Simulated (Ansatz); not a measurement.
Input file:

```yaml
crystal:
  periodic: [false, false, false]
  atoms:
    - { symbol: W, position_ang: [0.0, 0.0, 0.0] }
    - { symbol: Cl, position_ang: [0.0, 0.0, 2.39] }
    - { symbol: O, position_ang: [1.94, 0.0, 0.0] }
    - { symbol: H, position_ang: [2.2771, -0.9519, -0.0197] }
    - { symbol: H, position_ang: [0.0, 1.72, 0.0] }
    - { symbol: Cl, position_ang: [-2.39, 0.0, 0.0] }
    - { symbol: Cl, position_ang: [0.0, -2.39, 0.0] }
    - { symbol: O, position_ang: [0.0, 0.0, -1.94] }
    - { symbol: H, position_ang: [0.5278, 0.7924, -2.2771] }
basis:
  gaussian: { orbitals: def2-SVP }
hamiltonian:
  xc: b3lyp
  dispersion: d4
relax:
  f_tol: 0.02
  max_steps: 40
output:
  orbitals: {}
```

Launched with:

```bash
$ ansatz run input.yaml --threads 2 --pin off --max-ram 3072MiB --backend cpu --events-out ev --progress --plain --runs-dir out
```

Hardware: 2 threads of Arm Neoverse V1, on a shared host.

**Question.** Roughly how long does this run take, and how much memory?

**Answer.** 82 s, with a peak of 0.35 GiB, for 12 ionic steps.
